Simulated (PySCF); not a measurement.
C3F5O (SMILES O=C([C](F)F)C(F)(F)F), doublet, geometry from GFN2-xTB; SVWN5/STO-3G (PySCF).

PySCF was given this input:
```python
from pyscf import gto, scf, dft

mol = gto.Mole()
mol.atom = '''
    O     0.478150    0.787017    1.721833
    C     0.316677    0.294037    0.620183
    C     1.361165   -0.025619   -0.286545
    F     2.622479    0.180416   -0.025998
    F     1.182336   -0.554865   -1.468322
    C    -1.103463   -0.047842    0.075209
    F    -2.043680    0.266064    0.951317
    F    -1.356577    0.616009   -1.060317
    F    -1.212500   -1.354245   -0.199762
'''
mol.basis = 'sto-3g'
mol.charge = 0
mol.spin = 1
mol.verbose = 4
mol.build()

mf = dft.UKS(mol)
mf.xc = 'lda,vwn'
mf.kernel()
```

Task: Write the output that PySCF gives for this input, abridged.

Result: 
```
PySCF version 2.14.0

[INPUT] verbose = 4
[INPUT] num. atoms = 9
[INPUT] num. electrons = 71
[INPUT] charge = 0
[INPUT] spin (= nelec alpha-beta = 2S) = 1
[INPUT] symmetry False subgroup None
[INPUT] Mole.unit = angstrom
[INPUT] Symbol           X                Y                Z      unit          X                Y                Z       unit  Magmom
[INPUT]  1 O      0.478150000000   0.787017000000   1.721833000000 AA    0.903572546461   1.487246585377   3.253792802238 Bohr   0.0
[INPUT]  2 C      0.316677000000   0.294037000000   0.620183000000 AA    0.598432799949   0.555649400489   1.171976017111 Bohr   0.0
[INPUT]  3 C      1.361165000000  -0.025619000000  -0.286545000000 AA    2.572229060344  -0.048412893585  -0.541491572363 Bohr   0.0
[INPUT]  4 F      2.622479000000   0.180416000000  -0.025998000000 AA    4.955767077423   0.340936828490  -0.049129099786 Bohr   0.0
[INPUT]  5 F      1.182336000000  -0.554865000000  -1.468322000000 AA    2.234291227214  -1.048542886107  -2.774726442674 Bohr   0.0
[INPUT]  6 C     -1.103463000000  -0.047842000000   0.075209000000 AA   -2.085242858591  -0.090408277251   0.142124412102 Bohr   0.0
[INPUT]  7 F     -2.043680000000   0.266064000000   0.951317000000 AA   -3.861995486251   0.502788091606   1.797728587643 Bohr   0.0
[INPUT]  8 F     -1.356577000000   0.616009000000  -1.060317000000 AA   -2.563558996884   1.164088300267  -2.003708735220 Bohr   0.0
[INPUT]  9 F     -1.212500000000  -1.354245000000  -0.199762000000 AA   -2.291292926035  -2.559152155562  -0.377495470095 Bohr   0.0

nuclear repulsion = 499.733859664317
number of shells = 27
number of NR pGTOs = 135
number of NR cGTOs = 45
basis = sto-3g
ecp = {}

******** <class 'pyscf.dft.uks.UKS'> ********
method = UKS
initial guess = minao
damping factor = 0
level_shift factor = 0
DIIS = <class 'pyscf.scf.diis.CDIIS'>
diis_start_cycle = 1
diis_space = 8
diis_damp = 0
SCF conv_tol = 1e-09
SCF conv_tol_grad = None
SCF max_cycles = 50
direct_scf = True
direct_scf_tol = 1e-13
number electrons alpha = 36  beta = 35
XC library pyscf.dft.libxc version 7.1.2
    S. Lehtola, C. Steigemann, M. J. T. Oliveira, and M. A. L. Marques,  SoftwareX 7, 1–5 (2018)
XC functionals = lda,vwn
    P. A. M. Dirac,  Math. Proc. Cambridge Philos. Soc. 26, 376 (1930)
    F. Bloch,  Z. Phys. 57, 545 (1929)
    S. H. Vosko, L. Wilk, and M. Nusair,  Can. J. Phys. 58, 1200 (1980)
radial grids:
    Treutler-Ahlrichs [JCP 102, 346 (1995); DOI:10.1063/1.469408] (M4) radial grids

becke partition: Becke, JCP 88, 2547 (1988); DOI:10.1063/1.454033
pruning grids: <function nwchem_prune>
grids dens level: 3
symmetrized grids: False
atomic radii adjust function: <function treutler_atomic_radii_adjust>
small_rho_cutoff = 0
Set gradient conv threshold to 3.16228e-05
tot grids = 127752
init E= -675.855893028094

cycle= 1 E= -673.760044773369  delta_E=  2.1  |g|= 0.795  |ddm|= 3.23
cycle= 2 E= -670.369406632192  delta_E= 3.39  |g|= 2.37  |ddm|= 3.89
cycle= 3 E= -673.946477295073  delta_E= -3.58  |g|= 0.57  |ddm|= 3.37
cycle= 4 E= -674.120745757312  delta_E= -0.174  |g|= 0.269  |ddm|= 1.19
cycle= 5 E= -674.171363214188  delta_E= -0.0506  |g|= 0.0623  |ddm|= 0.428
cycle= 6 E= -674.172924589898  delta_E= -0.00156  |g|= 0.0366  |ddm|= 0.119
cycle= 7 E= -674.173740169762  delta_E= -0.000816  |g|= 0.0126  |ddm|= 0.0579
cycle= 8 E= -674.173868883116  delta_E= -0.000129  |g|= 0.00302  |ddm|= 0.0254
cycle= 9 E= -674.173874105754  delta_E= -5.22e-06  |g|= 0.00113  |ddm|= 0.00603
cycle= 10 E= -674.173875124477  delta_E= -1.02e-06  |g|= 0.000378  |ddm|= 0.00248
cycle= 11 E= -674.17387521752  delta_E= -9.3e-08  |g|= 0.000102  |ddm|= 0.000644
cycle= 12 E= -674.173875226031  delta_E= -8.51e-09  |g|= 5.81e-06  |ddm|= 0.000213
cycle= 13 E= -674.173875226055  delta_E= -2.36e-11  |g|= 2.1e-06  |ddm|= 1.17e-05
Extra cycle  E= -674.173875226046  delta_E= 8.64e-12  |g|= 3.35e-06  |ddm|= 9.67e-06
converged SCF energy = -674.173875226046  <S^2> = 0.75236149  2S+1 = 2.0023601
```
